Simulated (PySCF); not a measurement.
Ligand exchange on a metal centre used in film growth or etching (W F-OH). Isolated molecules, 0 K electronic values unless said otherwise. One relaxed conformer stands for each flexible species; it need not be the lowest.

The HOMO–LUMO gap from two functionals at the same geometries (TPSS-D3(BJ)/def2-SVP), both in PySCF: PBE-D3(BJ)/def2-TZVP and B3LYP-D3(BJ)/def2-TZVP. B3LYP has the VWN-RPA correlation part, as in Gaussian. 

```json
[
 {"species": "0 of 6 F replaced by OH ([W(F)6])", "B3LYP-D3(BJ)/def2-TZVP (eV)": "7.35"},
 {"species": "1 of 6 F replaced by OH", "B3LYP-D3(BJ)/def2-TZVP (eV)": "6.74"},
 {"species": "2 of 6 F replaced by OH ([W(F)4(OH)2])", "B3LYP-D3(BJ)/def2-TZVP (eV)": "6.59"},
 {"species": "3 of 6 F replaced by OH ([W(F)3(OH)3])", "B3LYP-D3(BJ)/def2-TZVP (eV)": "6.28"},
 {"species": "5 of 6 F replaced by OH ([W(F)(OH)5])", "B3LYP-D3(BJ)/def2-TZVP (eV)": "5.79"},
 {"species": "6 of 6 F replaced by OH ([W(OH)6])", "B3LYP-D3(BJ)/def2-TZVP (eV)": "5.52"}
]
```

**Question.** What does PBE-D3(BJ)/def2-TZVP give for each?

**Answer.** 
- 0 of 6 F replaced by OH ([W(F)6]): 5.28
- 1 of 6 F replaced by OH: 4.79
- 2 of 6 F replaced by OH ([W(F)4(OH)2]): 4.69
- 3 of 6 F replaced by OH ([W(F)3(OH)3]): 4.39
- 5 of 6 F replaced by OH ([W(F)(OH)5]): 3.97
- 6 of 6 F replaced by OH ([W(OH)6]): 3.68
Over these rows, drawn at random from the members with no instability flagged (it was tested for open shells, ions and some series alone), PBE minus B3LYP-D3(BJ): mean -1.91 eV, from -2.07 eV to -1.82 eV.
